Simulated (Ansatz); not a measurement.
Pulling on the Be1–H2 bond in BeHI (SMILES [BeH][I]) (multiplicity 1 held, fragments rigid). Energies count from the point at 1.323 Å.
Geometry at that point (charge 0, multiplicity 1):
| atom | x (Å) | y (Å) | z (Å) |
|---|---|---|---|
| Be | 0.0000 | 0.0000 | -1.9619 |
| H | 0.0000 | 0.0000 | -3.2847 |
| I | 0.0000 | 0.0000 | 0.2100 |

R- and RO- levels are restricted; in cc, def2 and unpolarised 6-31G sets they are followed outwards from rest. U- levels take the lowest unrestricted solution at each point, which mixes spins at long bonds. Curves can end on different states.

Programs: Ansatz (an electronic-structure program) with Gaussian orbitals. Values without a source in brackets are computed. In def2 rows elements past Kr take small-core potentials, without spin–orbit coupling.

**Question.** Estimate the energy at R = 4.233 Å that U-HF/def2-TZVPPD returns for this input.

**Answer.** 73.4 kcal/mol

**Question.** Give the energy at R = 4.233 Å at the level R-PBE/def2-TZVPPD.

**Answer.** 113.9 kcal/mol

Doubts at one or more of the structures used: a spin-contaminated determinant (U-HF/def2-TZVPPD); a restricted determinant that unrestricted orbitals would lower (R-PBE/def2-TZVPPD).
